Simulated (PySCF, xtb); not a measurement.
Cd(I)(NH2) (CdH2IN), SMILES [NH2][Cd][I]. The values are those of a single conformer.

Harmonic wavenumbers (cm⁻¹) from GFN2-xTB (xtb) at its own minimum, in rising order: 47, 62, 194, 396, 639, 681, 1536, 3337, 3352.

What does PySCF with PBE0-D3(BJ)/def2-TZVP give at its own minimum? (The exact figures need the calculation; the answer reports its results.)

98, 99, 205, 546, 627, 808, 1557, 3517, 3610. Paired by order, the mean absolute difference is 94 cm⁻¹ and the zero-point energies are 14.6 and 15.8 kcal/mol.
